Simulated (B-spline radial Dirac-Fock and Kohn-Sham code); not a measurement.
Dy²³⁺: eigenvalues, ΔSCF and the reference

System: dysprosium as Dy²³⁺, [Kr] 4d7.

The density-functional columns are spherical, spin-unpolarised Dirac-Kohn-Sham results without Breit or QED terms: −ε is minus the orbital energy of the initial state and ΔSCF the difference of two total energies. The reference in the last column comes from Dirac-Fock (average of configuration) total-energy differences with a finite nucleus, the Breit interaction including its frequency dependence, and self-energy and vacuum-polarisation corrections. All numbers are from a radial finite-basis atomic code, in eV; a selection of levels is shown. The Kohn-Sham columns are given as differences from the reference. For the 1s level of heavy atoms much of the gap between ΔSCF and the reference is the Breit and QED part, -239.1 eV here; for other levels the error of the functional can be larger.

```
level  LDA −ε − DF  LDA ΔSCF − DF  Dirac-Fock
   1s       -267.9         +225.8     54503.0
   2s       -164.3          -60.2      9773.9
2p1/2       -124.4           +3.2      9301.5
2p3/2       -132.8          -17.2      8510.9
   3s        -89.2          -47.0      2764.1
3p1/2        -73.6          -29.5      2560.0
3p3/2        -72.4          -30.5      2391.5
3d5/2        -51.6           -5.3      2010.0
   4s        -40.1          -17.9      1064.9
4p1/2        -30.1           -8.1       978.3
4p3/2        -30.2           -9.0       933.7
   4d        -19.4           +1.6       789.8
```

Values without a named source are computed, but for edge energies of neutral atoms, which are taken from tables.
